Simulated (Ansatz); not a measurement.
Re₃⁺ (the lowest singlet isomer of a short search), 3 atoms. Hardware: 4 threads of Intel Xeon on a shared host.

In the def2 sets Re takes a core potential; there is no spin–orbit coupling. Correlated methods freeze no core orbitals; core or outer-core shells of Re are correlated, in sets that lack core-valence functions.

Question: How many basis functions does each of these Ansatz runs have, and roughly what does it cost? r2SCAN-D4/def2-TZVP, charge 1 singlet, energy, from earlier orbitals; PBE0-D4/def2-SVP, charge 1 singlet, energy, from earlier orbitals; PBE-D4/def2-TZVP, charge 1 quintet, energy, from earlier orbitals; r2SCAN-D4/def2-TZVP, charge 1 triplet, energy, from earlier orbitals; PBE0-D4/def2-TZVP, charge 1 unrestricted singlet, energy, from earlier orbitals; PBE0-D4/def2-TZVP, charge 1 triplet, relaxation, 8 steps; PBE0-D4/def2-TZVP, charge 1 quintet, energy, from earlier orbitals; PBE0-D4/def2-SVP, charge 1 unrestricted singlet, energy with a search over starts; revPBE-D4/def2-TZVP, charge 1 triplet, energy, from earlier orbitals; PBE0-D4/def2-TZVP, charge 1 triplet, energy, from earlier orbitals; B2PLYP/def2-TZVP, charge 1 triplet, energy, from earlier orbitals; PBE-D4/def2-TZVP, charge 1 triplet, energy, from earlier orbitals.

Answer: Other jobs shared the machine, so times can vary by a factor of up to 3. A dash marks memory too small to be measured apart from the calling script's.

```tsv
run	functions	fitting or Cholesky vectors	wall time	peak host memory (GiB)
PBE0-D4/def2-SVP, charge 1 singlet, energy, from earlier orbitals	96	990	3.2 s	–
PBE-D4/def2-TZVP, charge 1 quintet, energy, from earlier orbitals	120	1026	3.4 s	–
r2SCAN-D4/def2-TZVP, charge 1 singlet, energy, from earlier orbitals	120	1026	6 s	–
r2SCAN-D4/def2-TZVP, charge 1 triplet, energy, from earlier orbitals	120	1026	8.5 s	–
B2PLYP/def2-TZVP, charge 1 triplet, energy, from earlier orbitals	120	1113	14 s	–
revPBE-D4/def2-TZVP, charge 1 triplet, energy, from earlier orbitals	120	1026	15 s	–
PBE-D4/def2-TZVP, charge 1 triplet, energy, from earlier orbitals	120	1026	15 s	–
PBE0-D4/def2-TZVP, charge 1 quintet, energy, from earlier orbitals	120	1185	19 s	0.55
PBE0-D4/def2-TZVP, charge 1 triplet, relaxation, 8 steps	120	1232	67 s	–
PBE0-D4/def2-SVP, charge 1 unrestricted singlet, energy with a search over starts	96	990	83 s	–
PBE0-D4/def2-TZVP, charge 1 unrestricted singlet, energy, from earlier orbitals	120	1185	2.2 min	0.57
PBE0-D4/def2-TZVP, charge 1 triplet, energy, from earlier orbitals	120	1185	2.8 min	0.59
```
